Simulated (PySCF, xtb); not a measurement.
TeCl4, SMILES Cl[Te](Cl)(Cl)Cl.

GFN2-xTB run with xtb 6.7.1 at its own geometry gives an orbital gap of 3.46 eV and a dipole moment of 1.23 D.

Coordinates come from a B3LYP-D3(BJ)/def2-SVP optimisation. The isomer is the one that the SMILES or the coordinates give; other isomers of the formula were not compared. The def2 effective core potentials stand for the cores of Te; spin–orbit coupling is left out.

What does PBE/def2-TZVP in PySCF give? (Estimate from the structure and the level; the computed values follow.)

gap 2.86 eV (levels -7.39 and -4.53 eV), dipole 0.96 D.
